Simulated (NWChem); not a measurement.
Program: NWChem. System: H$_{2}$F$_{2}$Ge, charge 0, spin multiplicity 1, at a geometry optimised with PBE/def2-SVP. The structure started from a generated list of species. Level: RHF/def2-SVP.

Job file:

```
start mol
memory heap 200 mb stack 800 mb global 1000 mb
geometry units angstroms nocenter noautoz
  Ge     0.000000     0.000000     0.337156
  F     -1.389669     0.000000    -0.723549
  F      1.389669     0.000000    -0.723549
  H      0.000000    -1.332063     1.117445
  H      0.000000     1.332063     1.117445
  symmetry group C2v
end
basis spherical
  * library def2-svp
end
scf
  rhf
  nopen 0
  maxiter 100
  thresh 1e-7
  semidirect memsize 60000000 filesize 0
end
task scf energy
```

Part of the output:

```
             Northwest Computational Chemistry Package (NWChem) 7.3.0
             --------------------------------------------------------

                                NWChem Input Module
                                -------------------

 Scaling coordinates for geometry "geometry" by  1.889725989
 (inverse scale =  0.529177249)

 Turning off AUTOSYM since
 SYMMETRY directive was detected!

                             Geometry "geometry" -> ""
                             -------------------------

 Output coordinates in angstroms (scale by  1.889725989 to convert to a.u.)

  No.       Tag          Charge          X              Y              Z
 ---- ---------------- ---------- -------------- -------------- --------------
    1 Ge                  32.0000     0.00000000     0.00000000     0.33715600
    2 F                    9.0000    -1.38966900     0.00000000    -0.72354900
    3 F                    9.0000     1.38966900     0.00000000    -0.72354900
    4 H                    1.0000     0.00000000    -1.33206300     1.11744500
    5 H                    1.0000     0.00000000     1.33206300     1.11744500

 Effective nuclear repulsion energy (a.u.)     219.0630597038

            Nuclear Dipole moment (a.u.)
            ----------------------------
        X                 Y               Z
 ---------------- ---------------- ----------------
     0.0000000000     0.0000000000    -0.0000000000

      Symmetry information
      --------------------

 Group name             C2v
 Group number             16
 Group order               4
 No. of unique centers     3

      Symmetry unique atoms

     1    2    4


 Summary of "ao basis" -> "" (spherical)
 ------------------------------------------------------------------------------
       Tag                 Description            Shells   Functions and Types
 ---------------- ------------------------------  ------  ---------------------
 *                          def2-svp                  on all atoms

 Summary of "ao basis" -> "ao basis" (spherical)
 ------------------------------------------------------------------------------
       Tag                 Description            Shells   Functions and Types
 ---------------- ------------------------------  ------  ---------------------
 Ge                         def2-svp                12       32   5s4p3d
 F                          def2-svp                 6       14   3s2p1d
 H                          def2-svp                 3        5   2s1p

                                 NWChem SCF Module
                                 -----------------

  ao basis        = "ao basis"
  functions       =    70
  atoms           =     5
  closed shells   =    26
  open shells     =     0
  charge          =   0.00
  wavefunction    = RHF
  use symmetry    = T
  symmetry adapt  = T

 Summary of "ao basis" -> "ao basis" (spherical)
 ------------------------------------------------------------------------------
       Tag                 Description            Shells   Functions and Types
 ---------------- ------------------------------  ------  ---------------------
 Ge                         def2-svp                12       32   5s4p3d
 F                          def2-svp                 6       14   3s2p1d
 H                          def2-svp                 3        5   2s1p

      Symmetry analysis of basis
      --------------------------

        a1         29
        a2          8
        b1         18
        b2         15

 Forming initial guess at       0.1s

      Superposition of Atomic Density Guess
      -------------------------------------

 Sum of atomic energies:       -2274.62707111

      Non-variational initial energy
      ------------------------------

 Total energy =   -2274.826915
 1-e energy   =   -3610.804367
 2-e energy   =    1116.914392
 HOMO         =      -0.400135
 LUMO         =       0.051629

      Symmetry analysis of molecular orbitals - initial
      -------------------------------------------------

  Numbering of irreducible representations:

     1 a1          2 a2          3 b1          4 b2

  Orbital symmetries:

     1 a1          2 a1          3 b2          4 a1          5 b1
     6 a1          7 b1          8 a1          9 b2         10 a1
    11 b1         12 a1         13 b1         14 b2         15 a2
    16 a1         17 a1         18 b1         19 a1         20 b1
    21 b2         22 a1         23 a2         24 b1         25 a1
    26 b2         27 a1         28 b1         29 a1         30 b2
    31 a1         32 b2         33 a1         34 b1         35 a2
    36 a1

 Starting SCF solution at       0.9s

 ----------------------------------------------
         Quadratically convergent ROHF

 Convergence threshold     :          1.000E-07
 Maximum no. of iterations :          100
 Final Fock-matrix accuracy:          1.000E-09
 ----------------------------------------------

              iter       energy          gnorm     gmax       time
             ----- ------------------- --------- --------- --------
                 1    -2274.9676070614  1.20D+00  2.80D-01      0.9
                 2    -2275.0408259896  2.71D-01  6.35D-02      0.9
                 3    -2275.0469329797  1.95D-02  5.79D-03      1.0
                 4    -2275.0469759441  1.12D-04  3.99D-05      1.1
                 5    -2275.0469759454  5.18D-09  1.42D-09      1.3

       Final RHF  results
       ------------------

         Total SCF energy =  -2275.046975945399
      One-electron energy =  -3610.811406753201
      Two-electron energy =   1116.701371104031
 Nuclear repulsion energy =    219.063059703771

        Time for solution =      0.4s

       Symmetry analysis of molecular orbitals - final
       -----------------------------------------------

  Numbering of irreducible representations:

     1 a1          2 a2          3 b1          4 b2

  Orbital symmetries:

     1 a1          2 a1          3 b1          4 a1          5 b2
     6 a1          7 b1          8 a1          9 b1         10 a1
    11 b2         12 b1         13 a1         14 b2         15 a1
    16 a2         17 a1         18 b1         19 a1         20 b1
    21 b2         22 a1         23 a2         24 b1         25 a1
    26 b2         27 b1         28 a1         29 a1         30 b2
    31 a1         32 b2         33 b1         34 a1         35 a2
    36 a1

             Final eigenvalues
             -----------------

              1
    1 -405.2828
    2  -52.2056
    3  -46.3076
    4  -46.3073
    5  -46.3066
    6  -26.2678
    7  -26.2678
    8   -7.2672
    9   -5.2473
   10   -5.2461
   11   -5.2436
   12   -1.7359
   13   -1.7272
   14   -1.7186
   15   -1.7169
   16   -1.7165
   17   -1.5287
   18   -1.5079
   19   -0.7839
   20   -0.6637
   21   -0.6604
   22   -0.6592
   23   -0.6311
   24   -0.6160
   25   -0.5810
   26   -0.5075
   27    0.1291
   28    0.1465
   29    0.1643
   30    0.2350
   31    0.2708
   32    0.3996
   33    0.5160
   34    0.5169
   35    0.5584
   36    0.6052

                       ROHF Final Molecular Orbital Analysis
                       -------------------------------------

 Vector   24  Occ=2.000000D+00  E=-6.160066D-01  Symmetry=b1
              MO Center= -4.0D-14, -3.7D-14, -7.0D-01, r^2= 2.4D+00
   Bfn.  Coefficient  Atom+Function         Bfn.  Coefficient  Atom+Function
  ----- ------------  ---------------      ----- ------------  ---------------
    36      0.408484  2 F  px                50      0.408484  3 F  px
    39     -0.302076  2 F  px                53     -0.302076  3 F  px
    38     -0.224007  2 F  pz                52      0.224007  3 F  pz
    41      0.165727  2 F  pz                55     -0.165727  3 F  pz

 Vector   25  Occ=2.000000D+00  E=-5.809893D-01  Symmetry=a1
              MO Center= -2.3D-14,  3.7D-14,  1.7D-01, r^2= 2.9D+00
   Bfn.  Coefficient  Atom+Function         Bfn.  Coefficient  Atom+Function
  ----- ------------  ---------------      ----- ------------  ---------------
    38      0.320922  2 F  pz                52      0.320922  3 F  pz
    41     -0.240723  2 F  pz                55     -0.240723  3 F  pz
    14      0.218049  1 Ge pz                61      0.213139  4 H  s
    66      0.213139  5 H  s                  4      0.200029  1 Ge s

 Vector   26  Occ=2.000000D+00  E=-5.075011D-01  Symmetry=b2
              MO Center= -9.5D-16, -9.5D-16,  7.3D-01, r^2= 2.6D+00
   Bfn.  Coefficient  Atom+Function         Bfn.  Coefficient  Atom+Function
  ----- ------------  ---------------      ----- ------------  ---------------
    61     -0.313236  4 H  s                 66      0.313236  5 H  s
    13      0.307991  1 Ge py                62     -0.234635  4 H  s
    67      0.234635  5 H  s                 37      0.186866  2 F  py
    51      0.186866  3 F  py                10     -0.173814  1 Ge py

 Vector   27  Occ=0.000000D+00  E= 1.290663D-01  Symmetry=b1
              MO Center= -1.2D-15,  1.4D-14,  6.7D-01, r^2= 3.6D+00
   Bfn.  Coefficient  Atom+Function         Bfn.  Coefficient  Atom+Function
  ----- ------------  ---------------      ----- ------------  ---------------
    15      1.070019  1 Ge px                35      0.357902  2 F  s
    49     -0.357902  3 F  s                 12      0.199862  1 Ge px
    41      0.165075  2 F  pz                55     -0.165075  3 F  pz
     9     -0.155471  1 Ge px

 Vector   28  Occ=0.000000D+00  E= 1.464727D-01  Symmetry=a1
              MO Center= -1.2D-15,  2.1D-14,  5.6D-01, r^2= 3.9D+00
   Bfn.  Coefficient  Atom+Function         Bfn.  Coefficient  Atom+Function
  ----- ------------  ---------------      ----- ------------  ---------------
    17      1.314456  1 Ge pz                62     -0.844914  4 H  s
    67     -0.844914  5 H  s                  5      0.763559  1 Ge s
    35      0.233410  2 F  s                 49      0.233410  3 F  s
    14      0.196648  1 Ge pz

 Vector   29  Occ=0.000000D+00  E= 1.642620D-01  Symmetry=a1
              MO Center=  1.6D-15,  1.6D-14,  5.3D-01, r^2= 3.9D+00
   Bfn.  Coefficient  Atom+Function         Bfn.  Coefficient  Atom+Function
  ----- ------------  ---------------      ----- ------------  ---------------
     5      1.408331  1 Ge s                 62     -0.992497  4 H  s
    67     -0.992497  5 H  s                  4      0.753375  1 Ge s
     3     -0.412154  1 Ge s                 35     -0.308426  2 F  s
    49     -0.308426  3 F  s                 39     -0.166909  2 F  px
    53      0.166909  3 F  px                61     -0.154839  4 H  s

 center of mass
 --------------
 x =   0.00000000 y =   0.00000000 z =  -0.00525707

 moments of inertia (a.u.)
 ------------------
         122.801026923431           0.000000000000           0.000000000000
           0.000000000000         372.068831711911           0.000000000000
           0.000000000000           0.000000000000         274.812005659999

  Mulliken analysis of the total density
  --------------------------------------

    Atom       Charge   Shell Charges
 -----------   ------   -------------------------------------------------------
    1 Ge  32    30.69   2.00  2.00  1.99  0.95  0.07  6.00  5.98  1.07  0.38  8.18  1.80  0.28
    2 F    9     9.54   1.99  1.11  0.85  3.32  2.26  0.00
    3 F    9     9.54   1.99  1.11  0.85  3.32  2.26  0.00
    4 H    1     1.12   0.72  0.39  0.01
    5 H    1     1.12   0.72  0.39  0.01

       Multipole analysis of the density wrt the origin
       ------------------------------------------------

     L   x y z        total         open         nuclear
     -   - - -        -----         ----         -------
     0   0 0 0     -0.000000      0.000000     52.000000

     1   1 0 0     -0.000000      0.000000      0.000000
     1   0 1 0     -0.000000      0.000000      0.000000
     1   0 0 1      1.226257      0.000000     -0.000000

     2   2 0 0    -24.670473      0.000000    124.134619
     2   1 1 0     -0.000000      0.000000      0.000000
     2   1 0 1      0.000000      0.000000      0.000000
     2   0 2 0    -19.861182      0.000000     12.672935
     2   0 1 1      0.000000      0.000000      0.000000
     2   0 0 2    -20.941913      0.000000     55.559893

 Task  times  cpu:        1.3s     wall:        1.3s

 Total times  cpu:        1.3s     wall:        1.3s
```
